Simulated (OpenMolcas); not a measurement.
## Ni VI: Racah parameters, worked from levels

```json
{
 "Program": "OpenMolcas 26.06",
 "Basis": "ANO-R2 [6s5p4d2f1g]",
 "Scalar Hamiltonian": "X2C, finite nucleus",
 "Active space": "5 electrons in 10 orbitals (3d 4d)",
 "State averaging": "2S+1 = 6 even, 1 root; 2S+1 = 4 even, 24 roots; 2S+1 = 2 even, 53 roots",
 "Spin-orbit coupling": "state interaction with AMFI integrals over the reference wave functions, term energies averaged over their components"
}
```

Methods: CASSCF; MS-CASPT2, IPEA 0.25 Eh, imaginary shift 0.1 Eh (closed shells correlated: 3s 3p).

**Racah parameters.** Above ⁶S, d5 has ⁴D at 17B + 5C, ⁴G at 10B + 5C and ⁴P at 7B + 7C. The first two fix B and C, and the third tests them; where it misses by thousands of cm-1, two parameters do not describe the configuration (Trees and configuration-interaction terms are left out) and B and C hang on the terms chosen. Term energies are centres of gravity, weighted by 2J + 1.

```
   Source     ⁴D     ⁴G     B     C   C/B  ⁴P from B, C  ⁴P found
   CASSCF  57812  46413  1628  6026  3.70         53578     53140
MS-CASPT2  52636  43844  1256  6257  4.98         52591     48349
```

Energies in cm-1. From CASSCF to MS-CASPT2, B changes by -22.9 % and C by +3.8 %.

Term energies are means over components that CASPT2 splits; among the terms shown or strongly mixed into the levels shown the widest spread is 230 cm-1 (3d⁵ ⁴G, MS-CASPT2). Active for correlation alone: 4d; no level in the range computed is led by a configuration that fills it, so any true level of that kind is missing. Without dynamic correlation excited terms often stand tens of per cent too high (terms of higher spin than the ground term too low), and those without a measured partner can miss by more than the paired ones (holds for CASSCF). Only configurations of the active space appear.
